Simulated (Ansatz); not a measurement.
Ga(IMe)F3 (C₅H₈F₃GaN₂), 19 atoms. Hardware: 4 threads of AMD EPYC 9R45 on a shared host.

Correlated methods freeze 19 core orbitals; core or outer-core shells of Ga are correlated, in sets that lack core-valence functions.

Q: How many basis functions does each of these Ansatz runs have, and roughly what does it cost? ωB97M-V/def2-TZVP, charge 0 singlet, energy, from earlier orbitals; PBE-D4/def2-SVP, charge 0 singlet, energy, from earlier orbitals; B97M-V/def2-TZVP, charge 0 singlet, energy, from earlier orbitals; PBE-D4/def2-TZVP, charge 1 doublet at the geometry of the charge 0 singlet, energy, from earlier orbitals; PBE0-D4/def2-SVP, charge 0 singlet, energy, from earlier orbitals; PBE0-D4/def2-TZVP, charge 0 singlet, energy and forces, from earlier orbitals; PBE-D4/def2-SVP, charge 0 singlet, relaxation, 13 steps; r2SCAN-D4/def2-TZVP, charge 0 singlet, energy, from earlier orbitals; PBE0-D4/def2-TZVP, charge 0 triplet at the geometry of the charge 0 singlet, energy; PBE-D4/def2-TZVP, charge 0 singlet, energy, from earlier orbitals; MP2/def2-SVP, charge 0 singlet, energy, from earlier orbitals; PBE0-D4/def2-TZVP, charge 1 doublet at the geometry of the charge 0 singlet, energy.

A: Other jobs shared the machine, so times can vary by a factor of up to 3. A dash marks memory too small to be measured apart from the calling script's.

```
                                                                                                      run  functions  fitting or Cholesky vectors  wall time  peak host memory (GiB)
                                         PBE-D4/def2-SVP, charge 0 singlet, energy, from earlier orbitals        212                         2397      1.2 s                       –
                                        PBE0-D4/def2-SVP, charge 0 singlet, energy, from earlier orbitals        212                         2431      1.9 s                     1.1
                                            MP2/def2-SVP, charge 0 singlet, energy, from earlier orbitals        212                         2135        2 s                       –
                                        PBE-D4/def2-TZVP, charge 0 singlet, energy, from earlier orbitals        406                         2398      2.5 s                    0.95
                                     r2SCAN-D4/def2-TZVP, charge 0 singlet, energy, from earlier orbitals        406                         2398      4.2 s                       1
                            PBE0-D4/def2-TZVP, charge 0 singlet, energy and forces, from earlier orbitals        406                         2443      8.5 s                       2
                                        B97M-V/def2-TZVP, charge 0 singlet, energy, from earlier orbitals        406                         2398      8.5 s                     1.1
                                       ωB97M-V/def2-TZVP, charge 0 singlet, energy, from earlier orbitals        406                         2433       11 s                     2.4
PBE-D4/def2-TZVP, charge 1 doublet at the geometry of the charge 0 singlet, energy, from earlier orbitals        406                         2398       14 s                     2.5
                                                  PBE-D4/def2-SVP, charge 0 singlet, relaxation, 13 steps        212                         2397       14 s                       –
                      PBE0-D4/def2-TZVP, charge 1 doublet at the geometry of the charge 0 singlet, energy        406                         2745       15 s                     2.7
                      PBE0-D4/def2-TZVP, charge 0 triplet at the geometry of the charge 0 singlet, energy        406                         2745       23 s                       3
```
